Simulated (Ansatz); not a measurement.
Cost and result for the atomization energy of `O[SiH2][Zn][SiH3]` (10 atoms, 9 bonds).

```xyz
10

O     2.708   -0.859   -1.180
Si    2.041    0.453   -0.400
Zn   -0.272    0.144    0.222
Si   -2.569   -0.175    0.839
H     2.295   -1.134   -1.999
H     2.217    1.687   -1.231
H     2.903    0.637    0.801
H    -3.176   -1.352    0.149
H    -3.414    1.006    0.493
H    -2.734   -0.407    2.305
```

Charge 0, multiplicity 1. For Zn the d shell is correlated and the shells below it are frozen. Scalar relativity is left out up to krypton. The structure was optimised at the PBE0-D4/def2-TZVP level. It is one conformer, not always the lowest. Program: Ansatz. All runs use 4 threads of an Intel Xeon Platinum 8375C on a shared host. Times are those of one run each, without the atoms' runs, and a repeat can differ threefold. Electronic energies, without spin–orbit coupling; frozen cores. CCSD(T)/CBS adds CCSD(T) − MP2 in def2-TZVPP to the MP2 limit, and its time is that of the two runs behind it. T1 = 0.014. With those shells the extrapolation isn't a true limit. B3LYP takes the VWN-RPA correlation (the form of Gaussian; ORCA's B3LYP/G).

CCSD(T)/CBS is a level of theory with its own doubt, some kJ/mol a heavy atom from the limit and from the frozen cores, so smaller differences don't rank the functionals.

| level | functions | wall time | atomization (kJ/mol) | difference from CCSD(T)/CBS | per bond |
| --- | --- | --- | --- | --- | --- |
| PBE-D4/def2-TZVPP (with forces) | 263 | 2.1 s | 2792.1 | -26.3 | -2.9 |
| PBE0-D4/def2-TZVPP | 263 | 3.4 s | 2771.7 | -46.7 | -5.2 |
| r2SCAN-D4/def2-TZVPP (with forces) | 263 | 3.7 s | 2823.7 | 5.3 | 0.6 |
| B2PLYP/def2-TZVPP | 263 | 4.5 s | 2761.0 | -57.4 | -6.4 |
| B3LYP-D4/def2-TZVPP (with forces) | 263 | 5 s | 2790.3 | -28.1 | -3.1 |
| ωB97X-V/def2-TZVPP | 263 | 7 s | 2842.7 | 24.3 | 2.7 |
| ωB97M-V/def2-TZVPP (with forces) | 263 | 9.5 s | 2815.7 | -2.7 | -0.3 |
| MP2/def2-QZVPP | 477 | 18 s | 2793.8 | -24.6 | -2.7 |
| CCSD(T)/def2-TZVPP | 263 | 88 s | 2734.1 | -84.3 | -9.4 |
| CCSD(T)/CBS(def2) | – | 110 s | 2818.4 | 0.0 | 0.0 |

From PBE to PBE0 (25 % exact exchange), in def2-TZVPP and without D4, the atomization energy moves by −17.8 kJ/mol: exact exchange takes away binding that semilocal exchange gives to molecules. In def2-TZVPP, CCSD(T) changes the Hartree–Fock value by +670.8 kJ/mol (the triples alone add +30.7 kJ/mol) and MP2 by +679.6 kJ/mol; breaking electron pairs costs correlation energy, which Hartree–Fock lacks. The D4 term adds +29.3 kJ/mol with B3LYP and +15.4 kJ/mol with PBE0; it sums over pairs of atoms, weighted by their polarisabilities, and B3LYP, whose exchange is more repulsive, gets the larger term.
